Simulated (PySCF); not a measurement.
These 3 structures share the formula C7H15NOSi. Method: PBE0-D3(BJ)/def2-SVP geometry optimisation, gas phase in PySCF 2.14.0. One conformer each; no zero-point energy, no entropy. No frequencies were run at this level. Point groups hold within 0.08 Å.

Question: Rank from lowest to highest electronic energy at this level (kcal/mol).
A. `[CH2:1]1[CH2:2][CH2:3][N:4]([Si@@H:5]2[CH2:6][CH2:7][CH2:8][O:9]2)[CH2:10]1` with C3–N4–Si5–C6 -58°, C10–C1–C2–C3 1°, C1–C2–C3–N4 22°, C2–C3–N4–Si5 155°, N4–Si5–C6–C7 -87°
B. SiEt3(NCO), `CC[Si](CC)(CC)N=C=O`
C. `[CH2:1]=[CH:2][CH2:3][C@@H:4]1[CH2:5][O:6][Si@H:7]([NH:8][CH3:9])[CH2:10]1` with C1–C2–C3–C4 -119°, C2–C3–C4–C5 -174°, O6–Si7–N8–C9 88°, C3–C4–C5–O6 -167°, C4–C5–O6–Si7 28°, C5–O6–Si7–N8 113°, O6–Si7–C10–C4 -17°

Answer: B (0.0), A (13.5), C (28.7).

```
                   SMILES      E (Eh)  E rel (kcal/mol)  dipole (D)  point group        A, B, C (MHz)
      CC[Si](CC)(CC)N=C=O  -694.36443               0.0        3.09      near C3  935.6, 780.0, 778.9
   C1CCN([Si@@H]2CCCO2)C1  -694.34299              13.5        1.74           C1   2200, 742.2, 697.1
C=CC[C@@H]1CO[Si@H](NC)C1  -694.31869              28.7        1.49           C1   2475, 528.2, 465.0
```

Q: How do the relative energies change in single points at PBE0/pcSseg-1 (no added dispersion term) on the same geometries?

A: 
```csv
SMILES,PBE0-D3(BJ)/def2-SVP (kcal/mol),PBE0/pcSseg-1 (kcal/mol),shift
CC[Si](CC)(CC)N=C=O,0.0,0.0,0.0
C1CCN([Si@@H]2CCCO2)C1,13.5,17.1,+3.6
C=CC[C@@H]1CO[Si@H](NC)C1,28.7,29.3,+0.6
```

Each column counts from its own lowest isomer. The order is unchanged; the largest shift is 3.6 kcal/mol.
